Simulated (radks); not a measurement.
The numbers below are computed, except where a source is named.
Problem. Ionisation of neutral caesium, [Xe] 6s1, to Cs+, [Xe], under several functionals. Dirac Kohn-Sham, spin-unpolarised, spherical densities, finite nucleus; a radial shooting solver on a logarithmic mesh with Libxc functionals. The NIST Atomic Spectra Database gives 3.894 eV (measured). Rank these functionals by the error of their Delta-SCF ionisation energy: PW91; XLYP; exchange-only PBE; exchange-only B88.

Solution. From best to worst: PW91 3.891 eV (-0.002); XLYP 3.948 eV (+0.054); exchange-only PBE 3.605 eV (-0.289); exchange-only B88 3.450 eV (-0.444). Spin polarisation and multiplet splitting are left out, so open shells lie too high by an amount that depends on their filling.

Beside tabulated values, note that spin-unpolarised runs miss the spin-polarisation part of the exchange energy of open shells.
